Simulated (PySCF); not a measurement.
## Correlation energy of I²⁺ (iodine, charge +2)

[Kr] 4d10 5s2 5p3, high-spin 4S determinant. Computed with PySCF 2.14 in x2c-SVPall (6s5p3d, 36 functions), with scalar relativity by spin-free X2C-1e. Frozen: [Kr] 4d10; 5 electrons correlated.

MP2 pair energies summed by pair of shells (mhartree):

```
 pair  energy  share (%)
5s-5p  -28.89       66.7
5p-5p  -10.22       23.6
5s-5s   -4.19        9.7
```

Total MP2 correlation energy: -43.30 mhartree.

Same-spin part -11.43 and opposite-spin part -31.88 mhartree; SCS-MP2 scales them by 1/3 and 6/5 to -42.06 mhartree.

```tsv
level	correlation energy (mhartree)
CCSD	-55.30
(T)	-0.43
CCSD(T)	-55.73
```

Diagnostics: T1 = 0.0027, D1 = 0.0046, largest double amplitude 0.058.

Cost of the coupled-cluster step: 0.08 s of wall time on 1 thread of Neoverse-V2 (shared host), for 5 correlated electrons.
